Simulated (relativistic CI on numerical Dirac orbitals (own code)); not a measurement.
Mo⁵⁺ (4d) in a crystal field

Calculated by Dirac-Coulomb-Breit CI, separate exchange-only KLI orbitals for each configuration, model QED, valence Slater integrals scaled by 0.65, one configuration in a parametric crystal field (own radial code).

Field parameters in Wybourne normalisation: Td as Oh with Dq negative (B⁴₀ = 21Dq, B⁴₄ = √(5/14) B⁴₀). The field is a parameter set, without covalency.

S is read from ⟨S²⟩ = S(S + 1).

Site symmetry Td; labels are those of the double group. Computed levels in cm⁻¹ above the lowest, in rising order:

```tsv
Δ (size of 10Dq)	Lowest	No. 2	No. 3
3800	Γ8	4090 Γ8	5171 Γ7
6800	Γ8	6752 Γ8	8002 Γ7
9850	Γ8	9663 Γ8	10983 Γ7
12850	Γ8	12591 Γ8	13947 Γ7
15900	Γ8	15596 Γ8	16974 Γ7
18950	Γ8	18615 Γ8	20009 Γ7
```

Ground-state S against |10Dq| in cm⁻¹: 3800: 0.50, 6800: 0.50, 9850: 0.50, 12850: 0.50, 15900: 0.50, 18950: 0.50.

No abrupt spin change occurs in this range.
